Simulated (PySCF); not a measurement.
Radial density of Rh²⁺ (rhodium, charge +2)

UHF, [Kr] 4d6 5s1, high-spin 6D determinant (an excited configuration). Calculation: PySCF 2.14, in aug-cc-pwCVTZ-PP with ECP28MDF; scalar relativity through the core potential. This is the valence pseudo-density: the core potential removes the inner electrons and smooths the orbitals near the nucleus.

```csv
r (bohr),4πr²ρ (e/bohr),4πr²(ρα − ρβ)
0.0178,1.215e-05,0.0000
0.0299,3.086e-05,0.0000
0.0504,7.197e-05,0.0000
0.0847,0.0002324,0.0000
0.142,0.002015,0.0006
0.240,0.03074,0.0095
0.403,0.7500,0.1627
0.678,9.148,1.6245
1.14,13.07,3.4168
1.92,3.117,1.7063
3.23,0.4291,0.3791
5.43,0.01128,0.0110
```

Energies and moments cover only the electrons outside the core potential.
